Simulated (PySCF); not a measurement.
Cl3H3OSi2, SMILES [SiH2](O[SiH](Cl)Cl)Cl. Atoms are numbered in the order given.

```xyz
9

Si     1.7211     0.8721    -0.2541
Cl     2.8959    -0.8116    -0.0065
O      0.2440     0.4206    -0.8675
Si    -1.1939    -0.2577    -0.4588
Cl    -0.9813    -1.2469     1.3392
Cl    -2.5975     1.2320    -0.2382
H      1.5463     1.5198     1.0664
H      2.3609     1.7599    -1.2478
H     -1.6293    -1.1957    -1.5044
```

Coordinates come from a B3LYP-D3(BJ)/def2-SVP optimisation. This is a generated structure with no PubChem entry under its InChIKey; it may be hypothetical. One conformer was computed; it need not be the lowest.

All values below come from PBE/pcSseg-1 (PySCF).

GIAO shieldings, no solvent; atoms listed in one row are averaged. δ = σ(ref) − σ: ²⁹Si against TMS (σ = 335.4 ppm); ³⁵Cl against HCl (σ = 936.5 ppm); ¹⁷O against H2O (σ = 334.3 ppm); ¹H against TMS (σ = 31.49 ppm), references at their B3LYP-D3(BJ)/def2-TZVP geometries, non-relativistic (without spin–orbit terms, shifts of atoms bonded to Cl or Br come out too high).

Estimate the chemical shifts. (The exact figures need the calculation; the answer reports its results.)


```json
[
 {"nucleus": "²⁹Si", "atoms": "Si4", "count": "1", "δ (ppm)": "-11.7"},
 {"nucleus": "²⁹Si", "atoms": "Si1", "count": "1", "δ (ppm)": "-13.2"},
 {"nucleus": "³⁵Cl", "atoms": "Cl6", "count": "1", "δ (ppm)": "154.6"},
 {"nucleus": "³⁵Cl", "atoms": "Cl5", "count": "1", "δ (ppm)": "150.8"},
 {"nucleus": "³⁵Cl", "atoms": "Cl2", "count": "1", "δ (ppm)": "76.9"},
 {"nucleus": "¹⁷O", "atoms": "O3", "count": "1", "δ (ppm)": "132.4"},
 {"nucleus": "¹H", "atoms": "H9", "count": "1", "δ (ppm)": "6.23"},
 {"nucleus": "¹H", "atoms": "H7", "count": "1", "δ (ppm)": "6.15"},
 {"nucleus": "¹H", "atoms": "H8", "count": "1", "δ (ppm)": "5.85"}
]
```
